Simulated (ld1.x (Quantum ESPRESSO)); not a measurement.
nitrogen: ultrasoft pseudisation with PBE, non-relativistic reference atom.

ld1.x (Quantum ESPRESSO) 7.5 input, shortened:

```
&input
   title='N', zed=7., rel=0, dft='PBE', iswitch=3,
   config='[He] 2s2 2p2.5 3d-2'
 /
 &inputp
   pseudotype=3, tm=.true., lloc=-1, rcloc=1.50,
   nlcc=.true., rcore=0.60,
   which_augfun='PSQ', rmatch_augfun_nc=.true.
 /
5
2S  1  0   2.00   0.00  0.95  1.42  0.0
2S  1  0   0.00  -1.30  0.95  1.42  0.0
2P  2  1   2.50   0.00  1.65  2.10  0.0
2P  2  1   0.00   0.05  1.65  2.10  0.0
3D  3  2  -2.00   0.40  1.70  2.00  0.0
 &test
   configts(1)='2s2 2p2.5'
 /
```

Poles of the logarithmic derivatives, all-electron (AE) and pseudo (PS). s: poles at -1.5 (AE) and -1.5 (PS) Ry. p: poles at -0.6 (AE) and -0.6, 4.5 (PS) Ry. d: poles at 3.6 (AE) and 3.6 (PS) Ry. Test radius 2.31 bohr.

* Cutoffs needed: 18 Ry and 25 Ry (the cutoffs (Ry, on a coarse ladder) from which the occupation-weighted sum of valence levels, in a spherical-Bessel basis at the reference potential, stays within 10 and 1 mRy of its value at 400 Ry)
* Ghost test: no extra level below or beside the all-electron valence levels (s, p, d, f tested) (spherical-Bessel basis up to 400 Ry, 20 bohr box)
* Largest excitation error: +223 meV (all-electron minus pseudo) for 2s2 2p0, out of 7 test configurations
* Lowest eigenvalue of the overlap operator: 0.37 (p channel)
* Density cutoff estimated by the generator: 302 Ry
